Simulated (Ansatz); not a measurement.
The cluster Te₄Pb₂. Charge 0, multiplicity 1. Geometry PBE-D4/def2-SVP, basis def2-TZVP, Ansatz.

```xyz
6

Pb    1.493    1.202    0.559
Pb   -0.762   -0.647   -1.728
Te    0.825   -1.858    0.688
Te   -1.640    1.238    0.617
Te   -1.396   -1.061    2.233
Te    1.480    1.125   -2.369
```

| run | HOMO (eV) | LUMO (eV) |
| --- | --- | --- |
| A | -5.18 | -3.21 |
| B | -4.91 | -3.46 |
| C | -5.54 | -2.85 |
| D | -4.70 | -3.50 |
| E | -4.53 | -3.36 |

In the def2 sets Pb, Te take a core potential; there is no spin–orbit coupling. HSE06 is defined as in plane-wave codes, on full-range PBE exchange. Another isomer (singlet) lies 0.05 eV lower at PBE0-D4/def2-TZVP; other spin states weren't run for this one.

**Question.** The runs used BLYP, HSE06, PBE, PBE0, r2SCAN. Estimate which is which.

**Answer.** A HSE06 (range-separated); B r2SCAN (0 % exact exchange); C PBE0 (25 % exact exchange); D PBE (0 % exact exchange); E BLYP (0 % exact exchange). Exact exchange lowers occupied and raises empty levels; among semilocal functionals meta-GGAs tend to open the gap a little, and such runs are hard to tell apart. The gap grows from 1.17 eV (BLYP) to 2.69 eV (PBE0).
